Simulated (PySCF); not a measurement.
C4H9O, SMILES CCCC[O], multiplicity 2. The structure is a stationary point at TPSSh-D3(BJ)/def2-SVP. The isomer is the one that the SMILES or the coordinates give; other isomers of the formula were not compared. The values are those of a single conformer.

Computed equilibrium geometry at TPSSh-D3(BJ)/def2-SVP (PySCF confirms it by a frequency run) as Cartesian coordinates in Å (one conformer of several):
```xyz
14

C      2.3519    -0.1172     0.0245
C      0.8859    -0.4676    -0.2263
C     -0.0539     0.7343    -0.1164
C     -1.5318     0.3466    -0.2393
O     -1.9748    -0.5717     0.6656
H      2.7146     0.6323    -0.6986
H      2.4919     0.3015     1.0347
H      2.9964    -1.0060    -0.0622
H      0.5489    -1.2308     0.4950
H      0.7778    -0.9216    -1.2285
H      0.0913     1.2334     0.8582
H      0.1813     1.4858    -0.8914
H     -2.2000     1.2382    -0.2533
H     -1.7167    -0.1351    -1.2336
```
Charge 0, spin multiplicity 2.
